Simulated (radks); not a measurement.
Question: Species: neutral promethium. Configuration: [Xe] 4f5 6s1 7p1 (not the ground configuration). Method: scalar-relativistic Kohn-Sham, PBE, spin-polarised, spherical densities, finite nucleus; open shells are filled with parallel spins first (spin-orbit coupling, left out, can overturn this in heavy ions); Fermi nuclear charge, rms radius 4.962 fm; computed with a radial shooting solver on a logarithmic mesh with Libxc functionals. Some entries of the table are withheld. Estimate them.

orbital,occ.,eigenvalue (hartree),<1/r> (bohr^-1),<r^2> (bohr^2)
1s up,1,-1654.478,67.42,0.0007317
1s down,1,-1654.478,67.42,0.0007317
2s up,1,-269.0897,15.59,0.01156
2s down,1,-269.0889,15.59,0.01156
2p up,3,-240.3313,14.67,0.009261
2p down,3,-240.3308,14.67,0.009261
3s up,1,-58.78137,5.693,0.07758
3s down,1,-58.72865,5.697,0.07749
3p up,3,-49.74922,5.373,0.07765
3p down,3,-49.69677,5.377,0.07754
3d up,5,-37.36077,5.099,0.06573
3d down,5,-37.32031,5.103,0.06559
4s up,1,-11.83107,2.386,0.3970
4s down,1,-11.69301,2.386,0.3966
4p up,3,-8.86825,2.196,0.4486
4p down,3,-8.72951,2.197,0.4482
4d up,5,-4.68280,1.923,0.5503
4d down,5,-4.54330,1.923,0.5509
5s up,1,-1.70050,(1),2.316
5s down,1,-1.61295,(2),2.372
5p up,3,-0.98842,0.7765,(3)
5p down,3,-0.91930,0.7620,(4)
4f up,5,-0.24824,1.315,1.470
6s up,1,-0.23363,0.3188,17.41
4f down,0,-0.12656,1.269,1.766
7p up,1,-0.03711,(5),177.6

Answer: 
(1) 5s up <1/r> (bohr^-1): 0.9224
(2) 5s down <1/r> (bohr^-1): 0.9085
(3) 5p up <r^2> (bohr^2): 3.216
(4) 5p down <r^2> (bohr^2): 3.312
(5) 7p up <1/r> (bohr^-1): 0.09564
